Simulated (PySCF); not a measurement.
C₂H₃BF₂O, SMILES OB(C(=C)F)F. Atoms are numbered in the order given.

```xyz
9

C     -1.0851    -1.6122     0.0000
C     -0.0427    -0.7797     0.0000
F      1.2243    -1.2846     0.0000
B     -0.0734     0.7896     0.0000
O      1.0613     1.5119     0.0000
F     -1.2410     1.4248     0.0000
H     -0.9549    -2.6974     0.0000
H     -2.0949    -1.1988     0.0000
H      1.8440     0.9425     0.0000
```
Charge 0, spin multiplicity 1.

Geometry: B3LYP-D3(BJ)/def2-SVP. This is a generated structure with no PubChem entry under its InChIKey; it may be hypothetical. Other conformers were not sampled.

Level of theory: B3LYP/pcSseg-1 run with PySCF.

GIAO shieldings, no solvent; atoms listed in one row are averaged. δ = σ(ref) − σ: ¹³C against TMS (σ = 181.3 ppm); ¹⁹F against CFCl3 (σ = 161.7 ppm); ¹¹B against BF3 (σ = 86.3 ppm); ¹⁷O against H2O (σ = 333.8 ppm); ¹H against TMS (σ = 31.68 ppm), references at their B3LYP-D3(BJ)/def2-TZVP geometries, non-relativistic.

### Question
Estimate the chemical shifts. (An estimate is asked for; the answer gives what the named calculation found.)

### Answer

```
nucleus  atoms  count  δ (ppm)
-------  -----  -----  -------
¹³C         C2      1    175.8
¹³C         C1      1    120.1
¹⁹F         F6      1   -122.7
¹⁹F         F3      1   -124.4
¹¹B         B4      1     12.5
¹⁷O         O5      1    136.0
¹H          H7      1     5.97
¹H          H8      1     5.88
¹H          H9      1     5.62
```
